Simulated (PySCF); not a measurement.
Species: C4H10N2P2S.
Bonds: C1–N2, N2–C3, C3–C4 (double), C4–N5, N5–C6, N5–P7, P7–P8, P7–S9 (double), N2–P7. Hydrogens: H10, H11, H12 on C1; H13 on C3; H14 on C4; H15, H16, H17 on C6; H18, H19 on P8.

The same species was optimised twice, with GFN2-xTB and with PBE0-D3(BJ)/def2-SVP (PySCF), and the same property calculations (PySCF, gas phase) were run on both structures.

| coordinate | GFN2-xTB | PBE0-D3(BJ)/def2-SVP | change |
| --- | --- | --- | --- |
| C3=C4 (Å) | 1.332 | 1.346 | +0.014 |
| P7=S9 (Å) | 1.948 | 1.935 | -0.013 |
| N5–P7 (Å) | 1.684 | 1.697 | +0.013 |
| N2–P7 (Å) | 1.684 | 1.697 | +0.013 |
| P7–P8 (Å) | 2.249 | 2.255 | +0.006 |
| N2–C3 (Å) | 1.398 | 1.401 | +0.003 |
| C4–N5 (Å) | 1.398 | 1.401 | +0.003 |
| N5–C6 (Å) | 1.438 | 1.437 | -0.001 |
| C1–N2 (Å) | 1.438 | 1.437 | -0.001 |
| N5–P7–P8 (°) | 105.9 | 104.6 | -1.3 |
| N2–P7–P8 (°) | 105.9 | 104.8 | -1.1 |
| N5–P7–S9 (°) | 118.7 | 119.7 | +1.0 |
| N2–P7–S9 (°) | 118.9 | 119.8 | +0.9 |
| C4–N5–P7 (°) | 112.0 | 111.3 | -0.7 |
| C3–N2–P7 (°) | 112.0 | 111.4 | -0.6 |
| C1–N2–C3 (°) | 123.9 | 124.5 | +0.6 |
| C4–N5–C6 (°) | 124.0 | 124.5 | +0.5 |

Rotational constants: A = 1059, B = 989.0, C = 873.8 MHz (GFN2-xTB) against A = 1053, B = 991.4, C = 870.2 MHz (PBE0-D3(BJ)/def2-SVP). Atoms that the bonding makes alike are paired by their places after alignment.

On the GFN2-xTB structure: HOMO (eV) -5.37 [PBE0/pcSseg-1]; LUMO (eV) -0.37 [PBE0/pcSseg-1]; dipole (D) 3.14 [PBE0/pcSseg-1]; GIAO shielding of C1/C6 (mean) (ppm) 156.4 [PBE0/pcSseg-1]; GIAO shielding of N2/N5 (mean) (ppm) 173.9 [PBE0/pcSseg-1]; GIAO shielding of C3/C4 (mean) (ppm) 65.8 [PBE0/pcSseg-1]; GIAO shielding of P7 (ppm) 247.7 [PBE0/pcSseg-1]; GIAO shielding of P8 (ppm) 440.2 [PBE0/pcSseg-1]; GIAO shielding of S9 (ppm) 483.8 [PBE0/pcSseg-1].

Question: What do these properties become on the PBE0-D3(BJ)/def2-SVP structure?

Answer: 
```json
{"property": "HOMO (eV)", "level": "PBE0/pcSseg-1", "on GFN2-xTB": "-5.37", "on PBE0-D3(BJ)/def2-SVP": "-5.37", "change": "0.00"}
{"property": "LUMO (eV)", "level": "PBE0/pcSseg-1", "on GFN2-xTB": "-0.37", "on PBE0-D3(BJ)/def2-SVP": "-0.31", "change": "+0.06"}
{"property": "dipole (D)", "level": "PBE0/pcSseg-1", "on GFN2-xTB": "3.14", "on PBE0-D3(BJ)/def2-SVP": "3.01", "change": "-0.13"}
{"property": "energy, GFN2-xTB geometry as zero (kcal/mol)", "level": "PBE0/pcSseg-1", "on GFN2-xTB": "0.0", "on PBE0-D3(BJ)/def2-SVP": "-1.1", "change": "-1.1"}
{"property": "GIAO shielding of C1/C6 (mean) (ppm)", "level": "PBE0/pcSseg-1", "on GFN2-xTB": "156.4", "on PBE0-D3(BJ)/def2-SVP": "155.2", "change": "-1.2"}
{"property": "GIAO shielding of N2/N5 (mean) (ppm)", "level": "PBE0/pcSseg-1", "on GFN2-xTB": "173.9", "on PBE0-D3(BJ)/def2-SVP": "171.4", "change": "-2.5"}
{"property": "GIAO shielding of C3/C4 (mean) (ppm)", "level": "PBE0/pcSseg-1", "on GFN2-xTB": "65.8", "on PBE0-D3(BJ)/def2-SVP": "63.7", "change": "-2.1"}
{"property": "GIAO shielding of P7 (ppm)", "level": "PBE0/pcSseg-1", "on GFN2-xTB": "247.7", "on PBE0-D3(BJ)/def2-SVP": "244.6", "change": "-3.1"}
{"property": "GIAO shielding of P8 (ppm)", "level": "PBE0/pcSseg-1", "on GFN2-xTB": "440.2", "on PBE0-D3(BJ)/def2-SVP": "431.4", "change": "-8.8"}
{"property": "GIAO shielding of S9 (ppm)", "level": "PBE0/pcSseg-1", "on GFN2-xTB": "483.8", "on PBE0-D3(BJ)/def2-SVP": "522.3", "change": "+38.5"}
```

The heavy atoms differ by 0.046 Å rms after alignment (one structure mirrored). Among bonds between heavy atoms N2–P7, C3=C4, N5–P7 and P7=S9 change most and about equally (-0.013 to +0.014 Å). Changes are differences of the printed values. Neither structure is proved a minimum here.
